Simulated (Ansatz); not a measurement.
An input for KLiBHO2 (SMILES O=BO.[Li][K])

The species is KLiBHO2 (6 atoms), meant as a singlet with charge 0. As SMILES, `O=BO.[Li][K]`. The shape comes from GFN2-xTB, which is rough for such elements, and wasn't checked as a minimum.

```xyz
6

O     0.2397   -0.1478    1.0443
B     1.3408   -0.5893    0.8883
O     2.5331   -1.0986    0.7708
H     3.0237   -1.0641   -0.0445
Li   -4.8191    1.9657   -1.8146
K    -2.3181    0.9342   -0.8443
```

Settings wanted:

```yaml
basis_set: 6-31G*
integral_approximation: automatic
task: energy
method: DFT
functional: BLYP
reference: RKS
relativity: none
accuracy: medium
d_and_f_functions: Cartesian
```

Problem. Give an Ansatz 0.2.0 job that does this.

Solution. This one ran through:

run.yaml:
```yaml
crystal:
  periodic: [false, false, false]
  atoms:
    - {symbol: O, position_ang: [0.239670, -0.147830, 1.044260]}
    - {symbol: B, position_ang: [1.340820, -0.589260, 0.888270]}
    - {symbol: O, position_ang: [2.533070, -1.098640, 0.770840]}
    - {symbol: H, position_ang: [3.023720, -1.064130, -0.044500]}
    - {symbol: Li, position_ang: [-4.819140, 1.965720, -1.814610]}
    - {symbol: K, position_ang: [-2.318130, 0.934150, -0.844270]}
basis:
  gaussian: {orbitals: "6-31G*"}
hamiltonian: {xc: {name: BLYP}}
```

```bash
$ ansatz run run.yaml --threads 1 --pin off --max-ram 2610MiB --events-out events.jsonl --progress --plain --runs-dir runs
```

Calculated total energy: -783.32778 Eh.
